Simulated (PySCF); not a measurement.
**Basis-set dependence of HI at CCSD(T)**

PySCF, RHF reference; singlet, unpaired electrons none; De to H + I without counterpoise correction. Frozen cores follow the default of each basis and core potential.

```csv
basis,relativity,functions,Re (Å),ωe (cm⁻¹),De (eV),frozen orbitals
x2c-SVPall,spin-free X2C,41,1.610,2334,3.20,18
def2-SVPD,scalar-relativistic core potentials,43,1.615,2326,3.28,4
cc-pVTZ/cc-pVTZ-PP,scalar-relativistic core potentials,53,1.610,2342,3.41,4
def2-TZVP,scalar-relativistic core potentials,56,1.607,2338,3.29,4
x2c-TZVPPall,spin-free X2C,74,1.601,2351,3.42,18
```

(1) How does each smaller set differ from the one with most functions, x2c-TZVPPall?

Measured (Huber and Herzberg, Constants of Diatomic Molecules (1979)): Re = 1.60916 Å, ωe = 2309.014 cm⁻¹. Correlated steps freeze the inner cores (4 to 18 orbitals); shallow outer-core shells are correlated. Correlated levels converge slowly with the basis: in double zeta they bind strong bonds too weakly, by up to about 1 eV, and carry superposition errors of some tenths. These are scalar-relativistic numbers at best; spin–orbit coupling would shift them, the dissociation energy most. Where the molecule has an RHF reference, its open-shell atoms are computed with UHF.

Results:

(1) x2c-SVPall: +0.9 pm, -0.7 % in ωe, -0.22 eV in De; def2-SVPD: +1.4 pm, -1.1 % in ωe, -0.14 eV in De; cc-pVTZ/cc-pVTZ-PP: +0.9 pm, -0.4 % in ωe, -0.01 eV in De; def2-TZVP: +0.6 pm, -0.6 % in ωe, -0.13 eV in De. All at CCSD(T); the set with most functions is neither the basis-set limit nor always the best. The rows treat relativity differently, so the differences are not basis effects alone.
